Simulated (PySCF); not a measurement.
C₅H₄N (SMILES [c]1cccnc1), doublet, geometry from GFN2-xTB; R2SCAN/3-21G (PySCF).

Here is a job for PySCF.
```python
from pyscf import gto, scf, dft

mol = gto.M(
    atom='''
C     0.67023001   -1.21301268    0.01660638
C    -0.69813799   -1.21042624    0.01090450
C    -1.35138918    0.02093919   -0.00584071
C    -0.54991544    1.15118291   -0.01540279
N     0.76543740    1.10803952   -0.00945833
C     1.40217708   -0.05556826    0.00644601
H    -1.26564203   -2.13039141    0.01903934
H    -2.42934792    0.09083587   -0.01110606
H    -0.98188245    2.14375647   -0.02850853
H     2.48102376   -0.01916706    0.01050327
''',
    basis='3-21g',
    spin=1,
    verbose=4,
)

mf = dft.UKS(mol)
mf.xc = 'r2scan'
mf.kernel()
```

Question: What does PySCF print? Leave out banner, timings and long lists.

Answer: 
```
PySCF version 2.14.0

[INPUT] verbose = 4
[INPUT] num. atoms = 10
[INPUT] num. electrons = 41
[INPUT] charge = 0
[INPUT] spin (= nelec alpha-beta = 2S) = 1
[INPUT] symmetry False subgroup None
[INPUT] Mole.unit = angstrom
[INPUT] Symbol           X                Y                Z      unit          X                Y                Z       unit  Magmom
[INPUT]  1 C      0.670230010000  -1.213012680000   0.016606380000 AA    1.266551159365  -2.292261750825   0.031381510120 Bohr   0.0
[INPUT]  2 C     -0.698137990000  -1.210426240000   0.010904500000 AA   -1.319289598254  -2.287374087587   0.020606518525 Bohr   0.0
[INPUT]  3 C     -1.351389180000   0.020939190000  -0.005840710000 AA   -2.553755437901   0.039569334370  -0.011037342273 Bohr   0.0
[INPUT]  4 C     -0.549915440000   1.151182910000  -0.015402790000 AA   -1.039189573270   2.175420419180  -0.029107054654 Bohr   0.0
[INPUT]  5 N      0.765437400000   1.108039520000  -0.009458330000 AA    1.446467051499   2.093891227995  -0.017873653296 Bohr   0.0
[INPUT]  6 C      1.402177080000  -0.055568260000   0.006446010000 AA    2.649730659342  -0.105008792619   0.012181193496 Bohr   0.0
[INPUT]  7 H     -1.265642030000  -2.130391410000   0.019039340000 AA   -2.391716808439  -4.025856303026   0.035979138192 Bohr   0.0
[INPUT]  8 H     -2.429347920000   0.090835870000  -0.011106060000 AA   -4.590802230082   0.171654916587  -0.020987411723 Bohr   0.0
[INPUT]  9 H     -0.981882450000   2.143756470000  -0.028508530000 AA   -1.855488917017   4.051112606064  -0.053873313914 Bohr   0.0
[INPUT] 10 H      2.481023760000  -0.019167060000   0.010503270000 AA    4.688455414939  -0.036220494013   0.019848303712 Bohr   0.0

nuclear repulsion = 198.677356884117
number of shells = 38
number of NR pGTOs = 102
number of NR cGTOs = 62
basis = 3-21g
ecp = {}

******** <class 'pyscf.dft.uks.UKS'> ********
method = UKS
initial guess = minao
damping factor = 0
level_shift factor = 0
DIIS = <class 'pyscf.scf.diis.CDIIS'>
diis_start_cycle = 1
diis_space = 8
diis_damp = 0
SCF conv_tol = 1e-09
SCF conv_tol_grad = None
SCF max_cycles = 50
direct_scf = True
direct_scf_tol = 1e-13
number electrons alpha = 21  beta = 20
XC library pyscf.dft.libxc version 7.1.2
    S. Lehtola, C. Steigemann, M. J. T. Oliveira, and M. A. L. Marques,  SoftwareX 7, 1–5 (2018)
XC functionals = r2scan
    J. W. Furness, A. D. Kaplan, J. Ning, J. P. Perdew, and J. Sun,  J. Phys. Chem. Lett. 11, 8208–8215 (2020)
    J. W. Furness, A. D. Kaplan, J. Ning, J. P. Perdew, and J. Sun,  J. Phys. Chem. Lett. 11, 9248–9248 (2020)
    J. W. Furness, A. D. Kaplan, J. Ning, J. P. Perdew, and J. Sun,  J. Phys. Chem. Lett. 11, 8208–8215 (2020)
    J. W. Furness, A. D. Kaplan, J. Ning, J. P. Perdew, and J. Sun,  J. Phys. Chem. Lett. 11, 9248–9248 (2020)
radial grids:
    Treutler-Ahlrichs [JCP 102, 346 (1995); DOI:10.1063/1.469408] (M4) radial grids

becke partition: Becke, JCP 88, 2547 (1988); DOI:10.1063/1.454033
pruning grids: <function nwchem_prune>
grids dens level: 3
symmetrized grids: False
atomic radii adjust function: <function treutler_atomic_radii_adjust>
small_rho_cutoff = 0
Set gradient conv threshold to 3.16228e-05
tot grids = 123728
init E= -246.921706349599

cycle= 1 E= -246.070581954014  delta_E= 0.851  |g|= 0.146  |ddm|= 2.65
cycle= 2 E= -246.07427798546  delta_E= -0.0037  |g|= 0.147  |ddm|= 0.486
cycle= 3 E= -246.084013240641  delta_E= -0.00974  |g|= 0.0558  |ddm|= 0.212
cycle= 4 E= -246.085185505626  delta_E= -0.00117  |g|= 0.024  |ddm|= 0.0832
cycle= 5 E= -246.085421315611  delta_E= -0.000236  |g|= 0.0172  |ddm|= 0.0592
cycle= 6 E= -246.085615545138  delta_E= -0.000194  |g|= 0.00343  |ddm|= 0.0239
cycle= 7 E= -246.085636387048  delta_E= -2.08e-05  |g|= 0.00254  |ddm|= 0.0125
cycle= 8 E= -246.085642674406  delta_E= -6.29e-06  |g|= 0.0015  |ddm|= 0.0057
cycle= 9 E= -246.085646955745  delta_E= -4.28e-06  |g|= 0.000457  |ddm|= 0.00553
cycle= 10 E= -246.085647397226  delta_E= -4.41e-07  |g|= 0.000418  |ddm|= 0.00184
cycle= 11 E= -246.085647563547  delta_E= -1.66e-07  |g|= 8.39e-05  |ddm|= 0.00101
cycle= 12 E= -246.085647573765  delta_E= -1.02e-08  |g|= 2.54e-05  |ddm|= 0.000317
cycle= 13 E= -246.085647574205  delta_E= -4.41e-10  |g|= 1.68e-05  |ddm|= 5.88e-05
Extra cycle  E= -246.085647573999  delta_E= 2.07e-10  |g|= 2.78e-05  |ddm|= 4.68e-05
converged SCF energy = -246.085647573999  <S^2> = 0.76080033  2S+1 = 2.0107713
```
